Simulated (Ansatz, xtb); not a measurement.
**C4H7GeN: 3 structures ranked**

3 gas-phase structures of C4H7GeN, from a drawn sample of its isomers (lower ones may exist). Each was relaxed with GFN2-xTB:

A. `[GeH3][n]1cccc1`, a singlet
B. `[GeH3][c]1ccc[nH]1`, a singlet
C. `[GeH3][c]1cc[nH]c1`, a singlet

**Question.** Make a reasoned guess at their ranking by r2SCAN-D4/def2-SVP//GFN2-xTB single-point energy.

**Answer.** Calculated order at r2SCAN-D4/def2-SVP//GFN2-xTB: A (0.0), C (8.2), B (8.7) kJ/mol. Less than 1 kcal/mol parts C and B, so the order within that pair means little.

Energies above the lowest of each column, in kJ/mol; the last columns are at r2SCAN-D4/def2-SVP geometries:

| structure | GFN2-xTB | HF/STO-3G | r2SCAN-D4/def2-SVP//GFN2-xTB | r2SCAN-D4/def2-SVP | CCSD(T)/def2-SVP + ΔMP2/def2-TZVPP |
| --- | --- | --- | --- | --- | --- |
| A | 0.0 | 0.0 | 0.0 | 0.0 | 0.0 |
| C | 45.7 | 52.7 | 8.2 | 7.6 | 15.4 |
| B | 41.8 | 51.3 | 8.7 | 8.4 | 18.0 |

Every level run on A puts it lowest or level with the lowest. ΔMP2 is the change of the MP2 energy from the smaller to the larger basis.

Programs: Ansatz 0.2.0, xtb 6.7.1.
